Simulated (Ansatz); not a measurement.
CH5FOSi2 can be A, `FC1([SiH3])O[SiH2]1`, or B, `F[C@H]1O[Si@H]1[SiH3]`.

Isolated molecules relaxed with PBE0-D4/def2-TZVP in Ansatz; ΔE leaves out vibrations. CCSD(T)/CBS adds triple-zeta CCSD(T) − MP2 to the extrapolated MP2 energy (def2 sets, frozen cores). DFT in def2-TZVPP. B3LYP here is the variant with VWN-RPA as its local correlation; programs differ in this.

Question: Which is lower in electronic energy at CCSD(T)/CBS, and by how much? (An estimate is asked.)

Answer: Computed: B, by 4.0 kcal/mol.

Question: Give E(B) − E(A) in kcal/mol with B3LYP-D4, PBE0-D4, PBE-D4, MP2/def2-TZVPP, HF/def2-TZVPP, B2PLYP, B3LYP. (Best estimate.)

Answer: Ansatz gave: B3LYP-D4 -4.3, PBE0-D4 -6.7, PBE-D4 -6.7, MP2/def2-TZVPP -3.2, HF/def2-TZVPP -4.1, B2PLYP -4.1, B3LYP -4.8. None reverses the order clearly.

Largest T1 diagnostic: 0.016.
